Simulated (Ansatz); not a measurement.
The cluster Rb4H4⁻, relaxed as a doublet with UKS PBE0-D4/def2-SVPD in Ansatz, starting from the PBE0-D4/def2-SVP geometry of the neutral singlet. Force threshold 0.02 eV/Å.

In the def2 sets Rb takes a core potential; there is no spin–orbit coupling. The highest occupied level of the relaxed charge -1 doublet lies above zero (up to 0.35 eV). By energy differences its removal costs 0.43 eV (each at its own geometry, to the charge 0 singlet, at PBE0-D4/def2-TZVPD). The relaxation made no stability test and no search for a lower SCF solution. The structure comes from a short search, and lower isomers may exist.

Start:

```xyz
8

Rb   -2.0708   -0.0639    0.2645
Rb    2.0721    0.0579   -0.2518
Rb    1.6578    3.6347    1.5179
Rb   -1.6601   -3.6280   -1.5317
H    -3.5598   -2.1825   -0.5450
H    -0.0759    1.7240    0.8727
H     3.5590    2.1884    0.5336
H     0.0776   -1.7306   -0.8603
```

```tsv
step	energy (eV)	largest force component (eV/Å)	SCF passes
1	-2686.5331	0.171	17
2	-2686.5492	0.062	24
3	-2686.5540	0.007	26
```

Force components are those of the run's own axes.

End:

Cartesian coordinates in Å:
```
Rb -2.0269 -0.1020 0.2440
Rb 2.0287 0.0962 -0.2322
Rb 1.6657 3.6956 1.5474
Rb -1.6676 -3.6894 -1.5602
H -3.6020 -2.1733 -0.5361
H -0.0591 1.7148 0.8615
H 3.6004 2.1783 0.5258
H 0.0608 -1.7203 -0.8502
```

By distances, no bond broke or formed. The bond that changes most is Rb1–H8, from 2.94 to 2.86 Å (atoms count from 1).

No frequencies were taken in this run, so the end may be a saddle point.

Run time 15 s (4 threads of Arm Neoverse V1 on a shared host).
